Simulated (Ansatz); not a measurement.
`OB(Br)O[SiH3]` and `O[B](O[SiH3])[AlH][F]` differ in one atom or group.

Ansatz, PBE0-D4/def2-TZVP geometries, multiplicity 1. Each molecule was computed in one conformer, which needn't be the lowest.

Scalar relativity is left out up to krypton.

| property | `OB(Br)O[SiH3]` |
| --- | --- |
| ideal-gas entropy at 298 K and 1 bar (rigid rotor, harmonic PBE0-D4/def2-TZVP) / J/(mol·K) | 360 |
| size of the dipole moment (B3LYP/def2-TZVPP) / D | 0.32 |
| HOMO energy (PBE/def2-TZVPP) / eV | -7.21 |
| LUMO energy (B3LYP/def2-TZVPP) / eV | -0.25 |
| LUMO energy (PBE0/def2-TZVPP) / eV | 0.00 |
| size of the dipole moment (PBE/def2-TZVPP) / D | 0.28 |

Give the same properties after the change, and the shifts. (Estimate.)

Computed: 
```json
{"property": "ideal-gas entropy at 298 K and 1 bar (rigid rotor, harmonic PBE0-D4/def2-TZVP) / J/(mol·K)", "`O[B](O[SiH3])[AlH][F]`": "411", "shift": "51"}
{"property": "size of the dipole moment (B3LYP/def2-TZVPP) / D", "`O[B](O[SiH3])[AlH][F]`": "1.46", "shift": "1.14"}
{"property": "HOMO energy (PBE/def2-TZVPP) / eV", "`O[B](O[SiH3])[AlH][F]`": "-6.20", "shift": "1.01"}
{"property": "LUMO energy (B3LYP/def2-TZVPP) / eV", "`O[B](O[SiH3])[AlH][F]`": "-2.18", "shift": "-1.93"}
{"property": "LUMO energy (PBE0/def2-TZVPP) / eV", "`O[B](O[SiH3])[AlH][F]`": "-1.98", "shift": "-1.98"}
{"property": "size of the dipole moment (PBE/def2-TZVPP) / D", "`O[B](O[SiH3])[AlH][F]`": "1.40", "shift": "1.12"}
```

With PBE0 the HOMO rises by 1.10 eV and the LUMO falls by 1.98 eV, so the gap narrows by about 3.08 eV. PBE moves the HOMO by 1.01 eV and ωB97M-V by 1.22 eV. The zero-point energy changes by 21.9 kJ/mol with +6 modes. Dipoles are sizes alone; their direction can turn. Modes under 60 cm⁻¹, often nearly free rotors, make the harmonic entropy too high.

B3LYP here is the variant with VWN-RPA as its local correlation; programs differ in this.

Spin–orbit coupling is left out; it splits and shifts lone-pair levels of the heavy atoms by tenths of an eV.
